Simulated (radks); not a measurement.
Numerical settings for the zinc ion Zn2+, [Ar] 3d10. Method: Dirac Kohn-Sham, BLYP, spin-unpolarised, spherical densities, point nucleus; computed with a radial shooting solver on a logarithmic mesh with Libxc functionals. The defaults (mesh step 0.008 in ln r, mesh end at 40 bohr or more with all orbitals vanishing there, Anderson mixing 0.5 over 9 steps, residual threshold near 1e-9 with the energy settled to 1e-9 hartree or 1e-11 of itself, here a cap of 64 iterations) give E = -1795.4080 hartree and 3d5/2 at -30.740 eV in 16 iterations. Run on one thread of a shared host, so times are rough (Intel(R) Xeon(R) 6975P-C): 0.07 s of CPU time, 0.07 s wall, 16 iterations on 2476 mesh points. Changes against that run (0 stands for a change within the tolerance of the run):

| setting | iterations | converged | E (mhartree) | e(3d5/2) (meV) | CPU (s) |
|---|---|---|---|---|---|
| mesh step in ln r 0.005 | 16 | yes | 0 | 0 | 0.12 |
| mesh step in ln r 0.08 | 4 | no | diverged | - | 0.01 |
| mesh step in ln r 0.12 | 2 | no | diverged | - | 0.01 |
| mesh end (bohr) 8 | 16 | yes | +0.00026 | +0.0321 | 0.07 |
| mesh end (bohr) 20 | 16 | yes | 0 | 0 | 0.08 |
| residual threshold 0.001 | 10 | yes | 0 | -2.27 | 0.06 |
| residual threshold 1e-05 | 12 | yes | 0 | -0.0244 | 0.06 |
| mixing 1 | 13 | yes | 0 | 0 | 0.06 |
| linear mixing, mixing 0.05 | 64 | no | +0.268 | -881 | 0.25 |
| linear mixing, mixing 0.2 | 64 | no | 0 | -0.00733 | 0.21 |
| mixing history 2 | 23 | yes | 0 | 0 | 0.09 |
| iteration cap 3 | 3 | no | +188 | -1.77e+03 | 0.02 |

No run marked as converged misses the energy by more than 1 mhartree. A mesh that ends early acts as a hard wall.
